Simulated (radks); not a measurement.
The numbers below are computed, except where a source is named.
Problem. Ti12+, 10 electrons, occupied as [Ne] (the NIST ground configuration). Code: a radial shooting solver on a logarithmic mesh with Libxc functionals. Model: scalar-relativistic Kohn-Sham, BLYP, spin-unpolarised, spherical densities, finite nucleus; Fermi nuclear charge, rms radius 3.5921 fm. Some entries of the table are withheld. Estimate them.

orbital  occ.  eigenvalue (eV)  <1/r> (bohr^-1)
1s          2              (1)              (2)
2s          2              (3)            4.615
2p          6              (4)              (5)

Solution. 
(1) 1s eigenvalue (eV): -5198.568
(2) 1s <1/r> (bohr^-1): 21.81
(3) 2s eigenvalue (eV): -842.0139
(4) 2p eigenvalue (eV): -752.5907
(5) 2p <1/r> (bohr^-1): 4.523
